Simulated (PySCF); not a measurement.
# Spinor energies of Si²⁺ (silicon, charge +2)

Start: [Ne] 3s2. Calculated with PySCF 2.14 in x2c-TZVPPall-2c (5s6p3d1f, 45 functions): generalised Hartree-Fock with the X2C-1e Hamiltonian and a Gaussian nucleus; one run each with spin-orbit coupling (SO) switched off, then screened by Boettger's factors.

| spinor shell | electrons | ε, spin-free (eV) | ε, screened SO (eV) | weight of nominal j (screened SO) | rms radius, screened SO (bohr) |
| --- | --- | --- | --- | --- | --- |
| 1s1/2 | 2 | -1899.0 | -1899.0 | 1.000 | 0.129 |
| 2s1/2 | 2 | -189.76 | -189.76 | 1.000 | 0.611 |
| 2p1/2 | 2 | -137.16 | -137.63 | 1.000 | 0.597 |
| 2p3/2 | 4 | -137.16 | -136.93 | 1.000 | 0.599 |
| 3s1/2 | 2 | -32.225 | -32.225 | 1.000 | 2.12 |

```json
{"quantity": "E (hartree)", "spin-free": "-288.59228", "screened SO": "-288.59253"}
{"quantity": "M_J", "spin-free": "0", "screened SO": "0"}
{"quantity": "⟨J²⟩", "spin-free": "0.000", "screened SO": "0.000"}
{"quantity": "⟨L²⟩", "spin-free": "0.000", "screened SO": "0.000"}
{"quantity": "⟨S²⟩", "spin-free": "0.000", "screened SO": "0.000"}
```

Without spin-orbit coupling the j labels of p, d and f shells carry no meaning; the spin-free column gives the mean over the occupied spinors of each nl shell.
